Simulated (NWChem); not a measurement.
System: C4H7O, doublet; SMILES O1CCC[CH]1

```xyz
12

C      1.2172     0.2025    -0.0293
C      0.5570    -1.1382    -0.1221
C     -0.9033    -0.7930     0.2057
C     -0.9768     0.6770    -0.1899
O      0.3035     1.2010     0.1189
H      2.2043     0.4229     0.3794
H      0.9847    -1.8828     0.5700
H      0.6439    -1.5728    -1.1371
H     -1.6370    -1.4160    -0.3253
H     -1.0860    -0.8991     1.2866
H     -1.1731     0.7915    -1.2731
H     -1.7292     1.2589     0.3615
```
Atoms are numbered in this order, from 1.

All runs: NWChem. Spin-unrestricted. Geometry: optimised at PBE0/def2-SVP, spin-unrestricted. Not confirmed as a minimum by frequencies. No stability test was run on the SCF state. Level M06-2X/def2-SVP: energy and gradient on several grids; changes count from the extra-fine grid, which is no exact limit either.

```csv
grid,size of the energy change (μHa),largest change of a gradient component (μHa/bohr),"time, medium = 1 (rough)"
xcoarse,20000,2000,about 1
coarse,500,500,about 1
medium,< 10,200,about 1
fine,< 10,50,about 1
xfine,< 10,< 30,4
```
